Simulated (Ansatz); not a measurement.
Calculation: frozen-core CCSD(T)/cc-pVTZ // B3LYP-D3(BJ)/def2-TZVP in Ansatz (a program for electronic structure). The restricted HF reference is unstable towards unrestricted orbitals.

Ansatz 0.2 input:
```yaml
crystal:
  periodic: [false, false, false]
  atoms:
    - { symbol: C, position_ang: [-1.052585, -0.500275, 0.021784] }
    - { symbol: C, position_ang: [0.258065, -1.136101, -0.036919] }
    - { symbol: C, position_ang: [1.280503, -0.283191, -0.178216] }
    - { symbol: S, position_ang: [0.642517, 1.359363, -0.378229] }
    - { symbol: C, position_ang: [-1.024209, 0.834877, -0.074991] }
    - { symbol: H, position_ang: [-1.97102, -1.059692, 0.13585] }
    - { symbol: H, position_ang: [0.393751, -2.206895, 0.029935] }
    - { symbol: H, position_ang: [2.340887, -0.455085, -0.270251] }
    - { symbol: H, position_ang: [0.951328, 1.883918, 0.834958] }
    - { symbol: H, position_ang: [-1.819236, 1.563083, -0.083923] }
basis:
  gaussian: { orbitals: cc-pVTZ }
correlation:
  method: ccsd_t
total_charge: 1
```

Output:

```
Functional definition: HF
1281 factors; integrals over basis functions are off by at most 9.9e-4 eV
mean field evaluation 1: about -15005.1972 eV, gradient 4.7e1 eV
mean field evaluation 2: about -15005.6528 eV, gradient 4.7e1 eV
mean field evaluation 4: about -15011.7750 eV, gradient 4.8e0 eV
mean field evaluation 8: about -15011.8966 eV, gradient 4.9e-1 eV
mean field evaluation 16: about -15005.2004 eV, gradient 4.7e1 eV
mean field -15011.89894551 eV, -551.6771108170 hartree, gradient 3.9e-6 eV, S^2 0.000000; 0 other end points of the search recorded, 0 dependent functions left out; unrestricted orbitals would lower it
9 core orbitals not correlated
reference -15011.89894551 eV, -551.6771108170 hartree; 13, 13 occupied and 202, 202 virtual orbitals, 1281 factors
second order -21.63279716 eV of doubles, -0.00000000 eV of singles
cycle   1  -21.86649979 eV  change   -2.3e-1 eV  update   1.1e-1
cycle   2  -22.47163857 eV  change   -6.1e-1 eV  update   3.4e-2
cycle   3  -22.60438824 eV  change   -1.3e-1 eV  update   1.7e-2
cycle   4  -22.59537061 eV  change    9.0e-3 eV  update   4.7e-3
cycle   5  -22.59685918 eV  change   -1.5e-3 eV  update   2.2e-3
cycle   6  -22.59741594 eV  change   -5.6e-4 eV  update   5.9e-4
cycle   7  -22.59711228 eV  change    3.0e-4 eV  update   2.6e-4
cycle   8  -22.59710248 eV  change    9.8e-6 eV  update   1.0e-4
cycle   9  -22.59709843 eV  change    4.1e-6 eV  update   4.3e-5
cycle  10  -22.59707021 eV  change    2.8e-5 eV  update   1.6e-5
perturbative correction -1.19380712 eV, -0.0438716024 hartree
Total energy: -15035.68982284 eV, -552.5514094327 hartree
```

Cost: very roughly 80 core-seconds.
